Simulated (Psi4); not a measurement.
H$_{3}$Si$_{2}$ (SMILES [SiH][SiH2]), doublet (typed; the unrestricted solution is spin-contaminated), at a GFN2-xTB geometry. Base run: MP2/6-31G** in Psi4.

Psi4 was given this input:
```
memory 2 GB

molecule {
0 2
  Si    1.03583218   -0.57410564    0.02759601
  Si   -0.91279373    0.45080866   -0.02322225
  H     2.01510290    0.57473686    0.02004404
  H    -1.72650590    1.69062149   -0.06058800
  H    -2.01113526   -0.53920072   -0.02068878
}

set basis 6-31g**
set reference uhf
set freeze_core true

energy('mp2')
print_variables()
```

Variants of this job, named by their change:

| change | basis functions | E (Eh) | MP2 correlation (Eh) | core-seconds (rough) | outcome |
|---|---|---|---|---|---|
| base | 53 | -579.60502 | -0.16538 | 3 | converged |
| basis = 6-31G* | (withheld) | (withheld) | (withheld) | 3 | converged |
| basis = def2-SVP | 51 | -579.46243 | -0.17509 | 3 | converged |
| basis = pcseg-1 | 51 | -579.58469 | -0.16208 | 3 | converged |
| basis = cc-pVDZ | 51 | (withheld) | (withheld) | 3 | converged |
| basis = cc-pV(D+d)Z | 61 | -579.65631 | -0.17603 | 4 | converged |
| basis = def2-SVPD | 72 | -579.47487 | -0.18330 | 3 | converged |
| basis = def2-TZVP | 92 | - | - | - | not converged |
| basis = pcseg-2 | 110 | -579.68942 | -0.20646 | 5 | converged |
| basis = def2-TZVPD | 113 | - | - | - | not converged |
| basis = aug-cc-pVTZ | 169 | - | - | - | not converged |
| basis = cc-pVQZ | 208 | -579.73596 | -0.23053 | 10 | converged |
| basis = def2-QZVP | 230 | - | - | - | not converged |

Q: Complete the blanks.

A: 
- basis = 6-31G*, basis functions: 44
- basis = 6-31G*, E (Eh): -579.58171
- basis = 6-31G*, MP2 correlation (Eh): -0.14661
- basis = cc-pVDZ, E (Eh): -579.64945
- basis = cc-pVDZ, MP2 correlation (Eh): -0.17637

Totals compare only among sets that treat the same electrons; sets with core potentials leave the core out.

Open shells are given as the SCF converged; they aren't shown to be the lowest states, and a large step between rows can be another state.
